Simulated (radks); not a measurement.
Q: All-electron atom: W I in [Xe] 4f14 5d4 6p2 (not the ground configuration). All-electron calculation, non-relativistic Kohn-Sham, r2SCAN, spin-unpolarised, spherical densities, point nucleus; meta-GGA in the generalised Kohn-Sham scheme; relativity is left out, which matters for an element this heavy. Program: a radial shooting solver on a logarithmic mesh with Libxc functionals. Some entries of the table are withheld. Estimate them.

orbital,occ.,eigenvalue (hartree),<1/r> (bohr^-1),r(max) (bohr)
1s,2,(1),73.44,0.01358
2s,2,-386.5512,17.24,0.07396
2p,6,-370.3278,17.26,0.05746
3s,2,-88.63766,6.640,0.2031
3p,6,-81.12599,(2),(3)
3d,10,-67.15312,6.495,(4)
4s,2,-18.04973,2.860,0.4570
4p,6,-14.88229,2.764,0.4582
4d,10,-9.12762,2.564,0.4551
5s,2,-2.55445,1.120,1.053
4f,14,(5),2.133,0.4237
5p,6,-1.63828,1.005,1.134
5d,4,-0.29824,0.6898,1.447
6p,2,-0.09511,0.2701,3.784

A: 
(1) 1s eigenvalue (hartree): -2345.774
(2) 3p <1/r> (bohr^-1): 6.581
(3) 3p r(max) (bohr): 0.1914
(4) 3d r(max) (bohr): 0.1513
(5) 4f eigenvalue (hartree): -1.65627
